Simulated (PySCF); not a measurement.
Harmonic spectrum computed at PBE0 in the def2-SVP basis family (core potentials from Rb on, PySCF, no spin–orbit coupling):

```json
{"symmetry": "e", "ω (cm⁻¹)": "207", "IR (km/mol, summed over degenerate members)": "21.2"}
{"symmetry": "a1", "ω (cm⁻¹)": "260", "IR (km/mol, summed over degenerate members)": "38.5"}
{"symmetry": "a1", "ω (cm⁻¹)": "697", "IR (km/mol, summed over degenerate members)": "26.2"}
{"symmetry": "e", "ω (cm⁻¹)": "738", "IR (km/mol, summed over degenerate members)": "180"}
```

Question: Which molecule gave it? In each, all ligands are bound to the one heavy central atom.
A. CuF₃ (triplet)
B. CoF₃ (quintet)
C. GeF₃ (doublet)
D. SnF₃ (doublet)

Answer: C. It has C3v symmetry with Ge–F 1.728 Å (×3).
